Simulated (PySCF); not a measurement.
## Structure from NMR data

An unknown has the formula C₈H₁₂OSi. Its calculated NMR data are:

¹H NMR (500 MHz, computed): δ 7.63 (m, 1H), 7.29 (m, 1H), 4.46 (s, 3H), 3.37 (m, 1H), 2.49 (m, 2H), 2.18 (m, 2H), 2.10 (m, 1H), 2.02 (m, 1H).

¹³C{¹H} NMR (computed): δ 154.4 (C), 149.7 (CH), 139.7 (C), 129.3 (CH), 31.3 (CH2), 30.6 (CH), 16.9 (CH2).

[PySCF 2.14: shielding tensors at PBE0/pcSseg-1 (GIAO); geometry: GFN2-xTB; non-relativistic Hamiltonian; one averaged value for each set of equivalent atoms; isolated molecule; single conformer]

Scale: ¹H, ¹³C against TMS (reference shieldings calculated alike).

**Question.** Choose the structure that fits.
A. C=CCCC1=CC(=O)[SiH2]C1
B. C[SiH2]c1ccc(C2CC2)o1
C. C=C1C=CO[Si@H]1C1CCC1
D. [SiH3]c1cc(C2CCC2)co1
E. C=CCc1ccc([SiH2]C)o1

**Answer.** D. 

1. The formula gives 4 degrees of unsaturation (2 rings in the answer).
2. 7 carbon signals for 8 carbons: some carbons are equivalent by symmetry or fast rotation.
3. Carbon types of the structure: 2 × C, 3 × CH, 3 × CH2, leaving 3 H on heteroatoms.
4. δC 154.4: substituted aromatic carbon next to the ring oxygen.
5. δC 149.7: aromatic CH next to the ring oxygen.
6. δC 139.7: substituted aromatic carbon.
7. δC 129.3: aromatic CH; the aromatic region.
8. δH 7.63: hydrogen on an aromatic CH next to the ring oxygen; ring-current deshielding.

The others: C=C1C=CO[Si@H]1C1CCC1 would give 8 carbon signals, not 7; C[SiH2]c1ccc(C2CC2)o1 would give 7 signals for carbon-bound and other non-exchanging H, not 8; C=CCCC1=CC(=O)[SiH2]C1 would give 8 carbon signals, not 7; C=CCc1ccc([SiH2]C)o1 would give 8 carbon signals, not 7.

Shifts are as computed. Against solution values, carbons near 30 ppm lie about +3 ppm off and those near 130 ppm about +5 ppm. Of 1211 compounds with measured shifts, 218 miss one by over three times the rms of a fit or turn the order of signals round; such compounds aren't used in these exercises. Multiplicities follow the n + 1 count of equivalent neighbours, as no J values were calculated; m marks all less simple cases, F and P coupling included.
